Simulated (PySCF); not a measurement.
# Computed properties of GeHO, SMILES [OH+]=[Ge]

GeHO, SMILES [OH+]=[Ge] (connectivity only; charge and spin as stated), charge +1, multiplicity 1. Coordinates come from a ωB97X-D3(BJ)/def2-TZVP optimisation. The isomer is the one that the SMILES or the coordinates give; other isomers of the formula were not compared. The values are those of a single conformer. All values are computed for the isolated molecule unless a solvent is named; none is compared with measurement here.

**Structure.** The optimised structure has C∞v symmetry. All 4 harmonic modes at ωB97X-D3(BJ)/def2-TZVP (PySCF) are real, so it is a minimum.

**Vibrations.** The strongest infrared lines (harmonic, unscaled, degenerate partners summed) lie at 3855 cm⁻¹ (547 km/mol, H 94 %), 180 cm⁻¹ (499 km/mol, H 86 %, O 14 %), 912 cm⁻¹ (118 km/mol, O 76 %, Ge 19 %). The softest mode is at 180 cm⁻¹ and the zero-point energy is 7.3 kcal/mol.

**Electronic structure.** CAM-B3LYP/def2-TZVPD (PySCF) places the frontier levels at -18.53 and -7.69 eV, a gap of 10.84 eV and a mean polarisability of 23.9 bohr³.

**Excitations.** TDA-ωB97X/def2-TZVPD (PySCF) has S1 at 6.56 eV (189 nm, f = 0.000, dark); the most intense of the 10 singlets computed lies at 11.61 eV (f = 1.43). Strengths of degenerate partners are summed. T1 (TDA) is at 5.71 eV, 0.85 eV under S1. No vertical singlet excitation falls in the visible range (under 3.1 eV).

**NMR.** GIAO shifts at PBE0/pcSseg-2 (PySCF) (non-relativistic, atoms alike by connectivity averaged): ¹H at 5.7 ppm against TMS.
